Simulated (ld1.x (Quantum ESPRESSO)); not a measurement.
## thallium (Tl): TM pseudisation with revPBE, non-relativistic reference atom.

```
Element                 : Tl
Generator               : ld1.x (Quantum ESPRESSO) 7.5
Type                    : norm-conserving Troullier–Martins (Kleinman–Bylander form)
Functional              : revPBE
Relativity              : non-relativistic
Frozen core             : [Xe] 4f14
Valence charge          : 13
Reference configuration : 5d10 6s2 6p1
Partial waves           : 6p (bound): rc 3.30 bohr; 5d (bound): rc 1.10 bohr; 6s (bound): rc 2.10 bohr
Local potential         : the s channel
Core correction         : none
```

Poles of the logarithmic derivatives, all-electron (AE) and pseudo (PS). s: poles at -0.1, 4.0 (AE) and -0.1, 3.4 (PS) Ry. p: poles at 0.6, 4.9 (AE) and 0.6, 4.5 (PS) Ry. d: poles at -1.3, 2.0 (AE) and -1.3, 2.3 (PS) Ry. Test radius 3.62 bohr.

* Cutoffs needed: 70 Ry and 140 Ry (the cutoffs (Ry, on a coarse ladder) from which the occupation-weighted sum of valence levels, in a spherical-Bessel basis at the reference potential, stays within 10 and 1 mRy of its value at 400 Ry)
* Ghost test: no extra level below or beside the all-electron valence levels (p, d, s, f tested) (spherical-Bessel basis up to 400 Ry, 20 bohr box)
* Largest excitation error: -142 meV (all-electron minus pseudo) for 5d9 6s2 6p1, out of 7 test configurations
